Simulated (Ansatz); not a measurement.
Basis-set extrapolation for `CO[SiH](O)O` (PBE0-D4/def2-TZVP geometry, frozen core, Ansatz 0.2.0). Multiplicity 1, RHF reference.

|  | def2-TZVPP | def2-QZVPP |
| --- | --- | --- |
| HF | -555.170703 | -555.193717 |
| MP2 correlation | -1.010412 | -1.090541 |
| CCSD(T) correlation | -1.074261 | not run |

Energies in hartree. Use E(X) = E(∞) + A·exp(−7.88·√X) for Hartree–Fock and E(X) = E(∞) + B·X^(−2.97) for correlation, with X = 3 and 4, and add CCSD(T) minus MP2 of the smaller set to the MP2 limit.

Task: What is the CCSD(T) energy at the basis-set limit?

Result: HF limit: -555.193717 + (-0.023014) × 0.13774 = -555.19689. MP2 limit: -1.090541 + (-0.080129) × 0.74074 = -1.14990. Higher-order term: -1.074261 − (-1.010412) = -0.06385. Total: -556.41064 hartree, 435.0 kJ/mol below CCSD(T)/def2-TZVPP.
